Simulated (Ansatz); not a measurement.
C2H10Si2 can be A, `C[SiH2]C[SiH3]`, or B, `CC([SiH3])[SiH3]`.

Calculated with Ansatz (gas phase, PBE0-D4/def2-TZVP geometries, no zero-point term in ΔE). CCSD(T)/CBS is the MP2 limit (def2-TZVPP, def2-QZVPP) plus CCSD(T) − MP2 in def2-TZVPP, frozen cores. Functionals use def2-TZVPP. B3LYP here is the variant with VWN-RPA as its local correlation; programs differ in this. Each species was taken in one conformer, which may not be the lowest.

Task: Which isomer does CCSD(T)/CBS put lower? Give the gap. (Best estimate.)

Result: The calculation gave: A, by 13.7 kcal/mol.

Task: Give E(B) − E(A) in kcal/mol with PBE0-D4, B3LYP-D4, CCSD/def2-TZVPP, PBE-D4, B2PLYP, MP2/def2-TZVPP, r2SCAN-D4. (An estimate is asked.)

Result: The calculation gave: PBE0-D4 13.9, B3LYP-D4 13.7, CCSD/def2-TZVPP 13.5, PBE-D4 13.6, B2PLYP 14.1, MP2/def2-TZVPP 13.6, r2SCAN-D4 14.7. None reverses the order clearly.

Largest T1 diagnostic: 0.011.
